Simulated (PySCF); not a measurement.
**How methods differ on the ionisation energy of Mn⁺**

Mn⁺ [Ar] 3d5 4s1 (7S) → Mn²⁺ [Ar] 3d5 (6S), as a difference of total energies. Computed with PySCF 2.14 in x2c-TZVPall, with the spin-free X2C one-electron Hamiltonian (Gaussian nucleus). Correlated levels: valence: [Ar] frozen. The calculations carry no spin-orbit coupling.

```
           method  ionisation energy (eV)
              UHF                  14.856
             BP86                  16.360
           r2SCAN                  16.138
    MP2 (valence)                  15.208
SCS-MP2 (valence)                  14.973
```

Errors of the correlated levels include the incompleteness of this basis and the frozen core.

Q: Which method comes closest to the reference value, and which is furthest?

A: The reference is 15.640 eV (measured; NIST Atomic Spectra Database, ionization energies). Closest: MP2 (valence) (error -0.432 eV); furthest: UHF (error -0.784 eV).
